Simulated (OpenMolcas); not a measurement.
What dynamic correlation does to the levels of neutral silicon

```yaml
Program: OpenMolcas 26.06
Basis: ANO-RCC-VTZP [5s4p2d1f]
Scalar_Hamiltonian: DKH2, point nucleus
Active_space: 4 electrons in 4 orbitals (3s 3p)
State_averaging: 2S+1 = 3 even, 3 roots; 2S+1 = 1 even, 6 roots; 2S+1 = 5 odd, 1 root; 2S+1 = 3 odd, 5 roots (0 in the spin-orbit step)
Spin-orbit_coupling: RASSI with atomic mean-field integrals over the reference wave functions, term energies averaged over their components
```

Methods on the same reference wave functions:
A. CASSCF
B. SS-CASPT2, IPEA 0.25 Eh, imaginary shift 0.1 Eh (closed shells correlated: 2s 2p)

Energies in cm-1 above 3s2 3p2 3P0, the measured ground level; measured values from NIST Handbook of Basic Atomic Spectroscopic Data.

```
       Level      A      B  Measured
 3s2 3p2 3P0    0.0    0.0       0.0
 3s2 3p2 3P1   66.8   67.0      77.1
 3s2 3p2 3P2    195    195       223
 3s2 3p2 1D2   8848   5960      6299
 3s2 3p2 1S0  15569  13830     15394
3s 3p3 5S* 2  22835  29560     33326
```

Deviations, from unrounded energies. A percentage is the sum of absolute deviations over the sum of measured energies, with the sign that they share, or ± where signs differ.

```
                        Against measurement  Levels      A      B
             mean absolute deviation (cm-1)       5   2700   1100
      fine structure of the ground term (%)       2  -12.9  -12.8
other terms of the ground configuration (%)       2  +12.6   -8.8
                   other configurations (%)       1  -31.5  -11.3
```

B lies closest to measurement on these levels. The largest miss of B in the table is 3s 3p3 5S* 2, by -3800 cm-1. The ranking rests on the paired levels alone, and a cruder setting can come out closer through cancelling errors.

From A to B the spin-free energies of the other terms of 3s2 3p2 shown, above 3P, scale by factors of 0.67 to 0.89.

The lowest spin-free term lies below A's lowest term by 0.072 hartree in B.

CASPT2 breaks the degeneracy within a term, and the mean is taken; among the terms shown or strongly mixed into the levels shown the widest spread is 22 cm-1 (3s2 3p2 1D, B). Terms of s pⁿ other than that of highest spin mix with s² pⁿ⁻² d, which this space lacks; all of them can be thousands of cm-1 off, and some have no real level of that name. Without dynamic correlation excited terms often stand tens of per cent too high (terms of higher spin than the ground term too low), and those without a measured partner can miss by more than the paired ones (holds for A). Measured partners are found by configuration, term and J. A level has none where our copy of the source lacks it or the pairing is in doubt (some pairs that miss far off the trend of their configuration count as doubtful), and it then counts in no deviation. Levels of configurations outside the active space are missing.

* marks odd parity.
